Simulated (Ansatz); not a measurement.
Geometry optimisation, RKS PBE-D4/def2-SVP (Ansatz).

input.yaml

```yaml
crystal:
  periodic: [false, false, false]
  atoms:
    - { symbol: B, position_ang: [-0.085588, -1.204704, 0.28566] }
    - { symbol: O, position_ang: [-1.256102, 1.320625, 0.067906] }
    - { symbol: F, position_ang: [-0.84154, -1.574997, -0.752073] }
    - { symbol: F, position_ang: [-0.488438, -1.561708, 1.499813] }
    - { symbol: H, position_ang: [-0.340986, 1.362783, -0.26707] }
    - { symbol: As, position_ang: [1.784804, -0.448066, -0.01189] }
    - { symbol: H, position_ang: [-1.746094, 0.988896, -0.70866] }
    - { symbol: H, position_ang: [1.61692, 0.642974, 1.053323] }
    - { symbol: H, position_ang: [1.356825, 0.474197, -1.167109] }
basis:
  gaussian: { orbitals: def2-SVP }
hamiltonian:
  xc: pbe
  dispersion: d4
relax:
  f_tol: 0.03
  max_steps: 50
output:
  orbitals: {}
```

Run as:

```bash
$ ansatz run input.yaml --threads 2 --pin off --max-ram 3072MiB --backend cpu --events-out ev --progress --plain --runs-dir out
```

Question: Where does it end, and by what steps?

Answer: The run converged. After 9 steps the energy has fallen by 0.280 eV; O2 moved furthest, 0.59 Å. Joined: B1–O2.

```
step  energy less start (eV)  largest force component (eV/Å)  accepted
   0                  0.0000                           0.359       yes
   1                 -0.0063                           1.704       yes
   2                 -0.0668                           1.153       yes
   3                 -0.1837                           0.915       yes
   4                 -0.2614                           0.451       yes
   5                 -0.2757                           0.206       yes
   6                 -0.2792                           0.112       yes
   7                 -0.2801                           0.047       yes
   8                 -0.2801                           0.059       yes
   9                 -0.2803                           0.014       yes
```

```xyz
9
Properties=species:S:1:pos:R:3
B -0.308 -0.826 0.230
O -1.083 0.767 0.150
F -0.919 -1.431 -0.842
F -0.687 -1.288 1.446
H -0.366 1.331 -0.217
As 1.754 -0.454 -0.015
H -1.739 0.667 -0.574
H 1.791 0.697 1.011
H 1.558 0.537 -1.188
```

Run time: 19 s on 2 threads of Arm Neoverse V2, on a shared host, peak memory 0.15 GiB.
